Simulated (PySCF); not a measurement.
## Electron correlation in Se²⁺ (selenium, charge +2)

[Ar] 3d10 4s2 4p2, high-spin 3P determinant. Calculation: PySCF 2.14, in aug-cc-pVQZ-PP with ECP10MDF; a scalar-relativistic core potential. Frozen: 3s2 3p6 3d10; 4 electrons correlated.

```
  level  correlation energy (mhartree)
   CCSD                         -75.95
    (T)                          -1.73
CCSD(T)                         -77.68
```

Diagnostics: T1 = 0.0066, D1 = 0.0170, largest double amplitude 0.091.

Cost of the coupled-cluster step: roughly 10 core-seconds, for 4 correlated electrons.

Iterations:

```
CC2 = 0
CCSD nocc = (np.int64(3), np.int64(1)), nmo = (80, 80)
frozen orbitals [[0, 1, 2, 3, 4, 5, 6, 7, 8], [0, 1, 2, 3, 4, 5, 6, 7, 8]]
max_cycle = 100
direct = 0
conv_tol = 1e-08
conv_tol_normt = 1e-06
diis_space = 8
diis_start_cycle = 0
Init t2, MP2 energy = -0.0614949718810239
Init E_corr(UCCSD) = -0.0614949718833372
cycle = 1  E_corr(UCCSD) = -0.0717982816292923  dE = -0.0103033097  norm(t1,t2) = 0.0378928
cycle = 2  E_corr(UCCSD) = -0.074485218345899  dE = -0.00268693672  norm(t1,t2) = 0.0137275
cycle = 3  E_corr(UCCSD) = -0.0759660415383248  dE = -0.00148082319  norm(t1,t2) = 0.00586345
cycle = 4  E_corr(UCCSD) = -0.0759466835336855  dE = 1.93580046e-05  norm(t1,t2) = 0.000853447
cycle = 5  E_corr(UCCSD) = -0.0759515298574239  dE = -4.84632374e-06  norm(t1,t2) = 0.000100502
cycle = 6  E_corr(UCCSD) = -0.0759504712453281  dE = 1.0586121e-06  norm(t1,t2) = 1.60612e-05
cycle = 7  E_corr(UCCSD) = -0.0759508084670492  dE = -3.37221721e-07  norm(t1,t2) = 2.49255e-06
cycle = 8  E_corr(UCCSD) = -0.0759507856306696  dE = 2.28363796e-08  norm(t1,t2) = 4.17732e-07
cycle = 9  E_corr(UCCSD) = -0.0759507759673558  dE = 9.66331384e-09  norm(t1,t2) = 8.34751e-08
UCCSD converged
E(UCCSD) = -370.8603657275607  E_corr = -0.07595077596735579
UCCSD(T) correction = -0.00173131162205669
```
